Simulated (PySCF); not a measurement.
Spin-rotation constants: `CO[C@H]1C[C@@H](O)C1`, C$_{5}$H$_{10}$O$_{2}$

Cartesian coordinates in Å; atom numbers follow the order of the lines, from 1:
```xyz
17

C    -2.4490    0.6735   -0.8997
O    -1.2556    0.8373   -0.1780
C    -0.2895   -0.1714   -0.3660
C     1.0874    0.3118   -0.8677
C     1.7577   -0.4574    0.2911
O     2.7270    0.2084    1.0397
C     0.3705   -0.6732    0.9332
H    -2.2743    0.7057   -1.9819
H    -2.9447   -0.2710   -0.6463
H    -3.0931    1.5039   -0.6159
H    -0.6953   -0.9871   -0.9714
H     1.3714    0.0262   -1.8773
H     1.1867    1.3898   -0.7532
H     2.2271   -1.3884   -0.0315
H     2.3514    1.0392    1.3553
H     0.1244   -1.6831    1.2501
H     0.1878    0.0203    1.7520
```

Level of theory: GIAO PBE0/pcSseg-1 magnetisability, rotational g tensor and spin-rotation constants, non-relativistic, gas phase in PySCF. Geometry: GFN2-xTB, dihedral held. The dihedral C7–C3–O2–C1 is held at 225°.

(1) Give the nuclear spin-rotation constants along the inertial axes (H = +C I·J) beside the isotropic shieldings.

## Answers

(1) Rotational constants 7.4503, 1.3983, 1.3393 GHz. A star marks the isotopologue with that one atom substituted, in its own axes.
| atom | isotope | Caa (kHz) | Cbb (kHz) | Ccc (kHz) | mean (kHz) | σ (ppm) |
| --- | --- | --- | --- | --- | --- | --- |
| H8 | 1H | -0.776 | 0.026 | -0.097 | -0.282 | 28.3 |
| H9 | 1H | -0.743 | -0.032 | -0.051 | -0.275 | 28.4 |
| H10 | 1H | -0.432 | -0.142 | 0.006 | -0.189 | 28.0 |
| H11 | 1H | -0.522 | -0.166 | 0.027 | -0.220 | 28.8 |
| H12 | 1H | -0.832 | -0.021 | -0.051 | -0.301 | 28.6 |
| H13 | 1H | -0.898 | -0.125 | 0.026 | -0.333 | 30.0 |
| H14 | 1H | -0.486 | -0.144 | 0.022 | -0.203 | 28.0 |
| H15 | 1H | -0.895 | -0.192 | 0.006 | -0.360 | 31.5 |
| H16 | 1H | -0.832 | -0.022 | -0.050 | -0.301 | 28.7 |
| H17 | 1H | -0.906 | -0.124 | 0.026 | -0.335 | 30.0 |
| C1 | 13C* | 1.058 | 0.343 | 0.300 | 0.567 | 125.8 |
| O2 | 17O* | -0.754 | -0.134 | -0.073 | -0.321 | 294.1 |
| C3 | 13C* | 1.728 | 0.355 | 0.233 | 0.772 | 117.1 |
| C4 | 13C* | 1.089 | 0.301 | 0.267 | 0.552 | 139.2 |
| C5 | 13C* | 1.743 | 0.302 | 0.230 | 0.758 | 125.0 |
| O6 | 17O* | -0.860 | -0.185 | -0.157 | -0.401 | 247.1 |

For the geometry as given, no vibrational averaging.
